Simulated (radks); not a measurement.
Problem. Radial electron density D(r) = 4 pi r^2 rho(r) of an atom or ion with 44 electrons. Calculated with a radial shooting solver on a logarithmic mesh with Libxc functionals: non-relativistic Kohn-Sham, SOGGA, spin-polarised, spherical densities, point nucleus.

r (bohr),D(r) (e/bohr),spin D(r)
0.003154,10.90,-0.0000886
0.003585,13.42,-0.000109
0.004042,16.21,-0.000132
0.004593,19.69,-0.000160
0.005221,23.71,-0.000192
0.005886,27.99,-0.000227
0.00669,33.06,-0.000268
0.007604,38.58,-0.000312
0.008642,44.42,-0.000357
0.009744,50.00,-0.000400
0.01107,55.81,-0.000441
0.01259,61.12,-0.000471
0.01419,65.33,-0.000481
0.01613,68.64,-0.000454
0.01833,70.46,-0.000356
0.02067,70.70,-0.000142
0.02349,69.51,0.000327
0.0267,67.28,0.00126
0.03035,64.77,0.00307
0.03421,63.08,0.00619
0.03889,62.97,0.0122
0.0442,65.41,0.0229
0.04983,70.19,0.0399
0.05664,77.32,0.0696
0.06437,85.03,0.117
0.07258,90.87,0.184
0.08249,93.65,0.285
0.09375,91.75,0.422
0.1066,85.70,0.591
0.1201,78.33,0.768
0.1365,71.85,0.948
0.1552,69.58,1.08
0.175,71.87,1.10
0.1989,76.80,0.990
0.226,79.90,0.730
0.2548,77.31,0.404
0.2896,67.35,0.0936
0.3292,52.50,-0.0103
0.3741,38.08,0.241
0.4218,29.35,0.835
0.4794,26.69,1.74
0.5449,28.55,2.66
0.6144,30.49,3.25
0.6983,29.45,3.38
0.7936,24.48,2.99
0.8948,17.75,2.30
1.017,10.68,1.48
1.156,5.383,0.800
1.314,2.252,0.358
1.481,0.8314,0.140
1.684,0.2321,0.0415
1.913,0.05050,0.00948
2.157,0.009377,0.00181
2.452,0.001147,0.000225

What is the nuclear charge?

Solution. Z = 56. The innermost maximum, from 1s, lies near 1/Z = 0.0179 bohr (found: 0.0199), and its height grows with Z. The density is that of the barium ion Ba12+ in [Kr] 4d8; the configuration itself is not fixed sharply by these data, and Z only to a few units. D(r) has 4 maxima, at r = 0.0199, 0.0838, 0.228, 0.634 bohr, and minima at 0.0368, 0.154, 0.476 bohr, inside which lie 1.99, 11.37, 29.03 electrons.
